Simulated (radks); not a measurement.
The numbers below are computed, except where a source is named.
Task: The mean radii <r> (bohr) of the occupied orbitals of an atom or ion are listed with their occupations. Level of theory: non-relativistic Kohn-Sham, TPSS, spin-polarised, spherical densities, point nucleus; meta-GGA in the generalised Kohn-Sham scheme (a radial shooting solver on a logarithmic mesh with Libxc functionals).

| orbital | occ. | <r> |
|---|---|---|
| 1s up | 1 | 0.03543 |
| 1s down | 1 | 0.03543 |
| 2s up | 1 | 0.1545 |
| 2s down | 1 | 0.1545 |
| 2p up | 3 | 0.1324 |
| 2p down | 3 | 0.1324 |
| 3s up | 1 | 0.4252 |
| 3s down | 1 | 0.4250 |
| 3p up | 3 | 0.4192 |
| 3p down | 3 | 0.4189 |
| 3d up | 5 | 0.3948 |
| 3d down | 5 | 0.3940 |
| 4s up | 1 | 0.9911 |
| 4s down | 1 | 0.9923 |
| 4p up | 3 | 1.035 |

Name the element and its charge. Open shells, if any, are filled with parallel spins first.

Result: Z = 43, technetium, charge +10: Tc10+ in [Ar] 3d10 4s2 4p3. The 1s radius gives Z: for a bare nucleus <r> = 1.5/Z, 0.03488 bohr for Z = 43, and screening makes it slightly larger (0.03543 here). The occupations add up to 33, and the charge is Z minus that.
